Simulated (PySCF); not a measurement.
**Electron correlation in Kr²⁺ (krypton, charge +2)**

[Ar] 3d10 4s2 4p4, high-spin 3P determinant. Calculation: PySCF 2.14, in aug-cc-pVDZ-DK (6s5p3d, 36 functions); scalar relativity by spin-free X2C-1e. Frozen: [Ar] 3d10; 6 electrons correlated.

MP2 pair energies summed by pair of shells (mhartree):

| pair | energy | share (%) |
| --- | --- | --- |
| 4p-4p | -37.15 | 49.4 |
| 4s-4p | -32.59 | 43.3 |
| 4s-4s | -5.53 | 7.3 |

Total MP2 correlation energy: -75.26 mhartree.

Same-spin part -18.39 and opposite-spin part -56.88 mhartree; SCS-MP2 scales them by 1/3 and 6/5 to -74.38 mhartree.

| level | correlation energy (mhartree) |
| --- | --- |
| CCSD | -90.64 |
| (T) | -0.94 |
| CCSD(T) | -91.58 |

Diagnostics: T1 = 0.0057, D1 = 0.0183, largest double amplitude 0.041.

Is a single reference adequate?

Yes, within this model without spin-orbit coupling: T1 lies below 0.03 and no double amplitude reaches 0.07.
